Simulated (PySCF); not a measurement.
**Curvature of the energy in the electron number along group 15, charge +1**

Calculated with PySCF 2.14, in aug-cc-pVDZ, non-relativistic, aug-cc-pV(D+d)Z, non-relativistic, aug-cc-pVDZ-PP with ECP10MDF, ECP, aug-cc-pVDZ-PP with ECP28MDF, ECP, aug-cc-pVDZ-PP with ECP60MDF, ECP: one orbital is emptied in steps, and each cell gives the departure of E from the straight line at half an electron, in eV (from a cubic fit). The exact functional gives zero.

```tsv
species	orbital	LDA	PBE	r2SCAN	PBE0	BHandHLYP	LC-wPBE	wB97X	UHF
N⁺	2p alpha	-2.04	-1.99	-1.81	-1.43	-0.87	-0.71	-0.75	0.26
P⁺	3p alpha	-1.23	-1.20	-1.11	-0.87	-0.55	-0.16	-0.24	0.13
As⁺	4p alpha	-1.16	-1.12	-1.04	-0.81	-0.53	-0.13	-0.21	0.11
Sb⁺	5p alpha	-1.01	-0.98	-0.91	-0.71	-0.47	-0.06	-0.15	0.09
Bi⁺	6p alpha	-0.97	-0.94	-0.86	-0.68	-0.46	-0.05	-0.14	0.08
```

Task: How does the mean departure depend on the functional?

Result: LDA -1.28 eV; PBE -1.25 eV; r2SCAN -1.15 eV; PBE0 -0.90 eV; BHandHLYP -0.58 eV; LC-wPBE -0.22 eV; wB97X -0.30 eV; UHF 0.14 eV. Semilocal functionals are convex (delocalisation error), Hartree-Fock is concave or straight, and exact exchange removes curvature roughly in proportion to its share, so among the functionals the range-separated hybrids usually come closest to zero.

No spin-orbit coupling is included.
